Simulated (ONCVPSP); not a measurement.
**Potentials for Cd (Z = 48) compared**

Generated with ld1.x 7.5 (TM, RRKJ, ultrasoft, PAW), atompaw 4.2 or ONCVPSP 4.0.1. The cutoff is in Ry: for ld1.x and atompaw files where the sum of valence levels is converged to 10 mRy in a Bessel basis, for ONCV files where the hardest occupied wave has 1 mHa per electron of residual kinetic energy. The error is the largest all-electron minus pseudo excitation energy over each file’s own four to seven test configurations (ionisations up to +4, promotions, holes and added fractions of an electron), all of which were solved. The labels leave out finer settings (local radius, basis sizes, second energies), which also bear on the numbers. Spin-polarised tests are not counted. The rows are a selection from randomly drawn settings: files with unsolved tests, undetermined cutoffs or missed reference levels are left out.

```csv
potential,cutoff (Ry),largest error (meV),bound ghosts
"ONCV, PBEsol, scalar-relativistic, rc 1.15/1.25/1.65 (spd), local smoothed, core correction yes, reference 4s2 4p6 4d10 5s1.5 5p0.5, qcut 8.9/9.7/11, projectors 2/2/2",72,-4.4,none
"ONCV, BLYP, fully relativistic, rc 1.60/1.10/1.32 (spd), local smoothed, core correction no, reference 4s2 4p6 4d10 5s2, qcut 7/8/7.4, projectors 2/3/2",173,-2.5,none
"ONCV, PBE, fully relativistic, rc 1.15/1.10/1.50 (spd), local smoothed, core correction yes, reference 4s2 4p6 4d10 5s2, qcut 8.7/8.4/10, projectors 2/2/2",125,+15,none
"ONCV, PBE, fully relativistic, rc 1.65/1.30/1.35/1.30 (spdf), local f, core correction yes, reference 4s2 4p6 4d10 5s2, qcut 7.1/10.9/13.7/7.8, projectors 2/2/2/0",84,-5.9,none
"ONCV, LDA (Perdew-Zunger), scalar-relativistic, rc 1.45/1.50/1.25 (spd), local smoothed, core correction yes, reference 4s2 4p6 4d10 5s2, qcut 10.7/7.7/9, projectors 2/3/3",74,-11,none
```

Problem. Fill in the row for Cd: ONCV, PBEsol, scalar-relativistic, rc 1.35/1.30/1.05 (spd), local d, core correction no, reference 4s2 4p6 4d10 5s2, qcut 9.3/11.6/7.8, projectors 2/3/0.

Solution. cutoff 112 Ry, largest error -11 meV, bound ghosts: none.
